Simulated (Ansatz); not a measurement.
Basis sets compared for [AlF4]- (AlF4⁻). Charge -1, multiplicity 1. Geometry r2SCAN-D4/def2-SVPD. Ansatz on 4 threads of Arm Neoverse V2 on a shared host; times are rough, and most runs start from earlier orbitals.

```xyz
5

Al    0.000    0.000    0.000
F     0.439   -0.330   -1.622
F    -1.575    0.670    0.040
F     1.111    1.113    0.677
F     0.026   -1.453    0.905
```

```tsv
level	functions	energy (Eh)	HOMO (eV)	LUMO (eV)	wall time
HF/STO-3G	29	-631.2095	-2.17	20.76	0.1 s
HF/6-31G	49	-639.9414	-10.71	8.58	0.1 s
PBE-D4/def2-SVPD	116	-641.3446	-3.54	3.38	0.65 s
PBE0-D4/def2-SVPD	116	-641.3617	-5.59	3.89	0.85 s
```

Problem. Estimate the rows for HF/def2-TZVPD, PBE-D4/def2-TZVPD, PBE0-D4/def2-TZVPD.

Solution. 
```json
{"level": "HF/def2-TZVPD", "functions": "203", "energy (Eh)": "-640.2614", "HOMO (eV)": "-10.89", "LUMO (eV)": "5.16", "wall time": "0.95 s"}
{"level": "PBE-D4/def2-TZVPD", "functions": "203", "energy (Eh)": "-641.8958", "HOMO (eV)": "-3.43", "LUMO (eV)": "3.38", "wall time": "1.2 s"}
{"level": "PBE0-D4/def2-TZVPD", "functions": "203", "energy (Eh)": "-641.9128", "HOMO (eV)": "-5.46", "LUMO (eV)": "3.92", "wall time": "1.9 s"}
```
